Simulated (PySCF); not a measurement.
# How the method changes the shape and vibrations of AlClH2N

These are calculations, not measurements. The program is PySCF 2.14.0, an open-source quantum chemistry code, run on an isolated molecule that a program drew, which may never have been made. The molecule is AlClH2N (charge 0, doublet), drawn as the SMILES string `[NH2][Al][Cl]`.

The geometry was optimised and harmonic frequencies were computed with HF and MP2, all in the cc-pV(D+d)Z basis, for the commonest isotopes, with a restricted reference for singlets and an unrestricted one otherwise, and a frozen core in MP2. Each result is a local minimum of its method.

Geometry at the HF minimum:
```xyz
5
AlClH2N, angstrom
N    -0.7426    2.1965   -1.5391
Al   -0.8323    0.5323   -0.9765
Cl   -1.8719   -0.8342   -2.2444
H    -0.2886    2.9469   -1.0527
H    -1.1397    2.5344   -2.3975
```

Lengths of the bonds as drawn, in Å (atoms numbered as above):
```
   bond     HF    MP2
 N1-Al2  1.759  1.773
Al2-Cl3  2.134  2.130
  N1-H4  1.003  1.017
  N1-H5  1.004  1.019
```

Rotational constants, in GHz:
| constant | HF | MP2 |
|---|---|---|
| A | 27.59 | 27.94 |
| B | 3.638 | 3.597 |
| C | 3.214 | 3.186 |

Harmonic frequencies in cm^-1, each column in rising order, so a row needn't be the same motion in every method:
| rank | HF | MP2 |
|---|---|---|
| 1 | 191 | 179 |
| 2 | 375 | 336 |
| 3 | 435 | 377 |
| 4 | 488 | 488 |
| 5 | 698 | 647 |
| 6 | 852 | 825 |
| 7 | 1662 | ? |
| 8 | 3767 | 3592 |
| 9 | 3857 | 3700 |

**Estimate the missing MP2 frequency from the HF column.**

A single factor s that minimises the squared misfit of MP2 against s times HF over the other rows is sum(HF x MP2) / sum(HF^2) = 0.9558, with an rms misfit of 20 cm^-1. For rank 7 it gives 0.9558 x 1662 = 1589 cm^-1. The calculation gives 1533 cm^-1, 56 cm^-1 below the estimate. The drawn bonds are on average 0.9 % longer in MP2 than in HF.
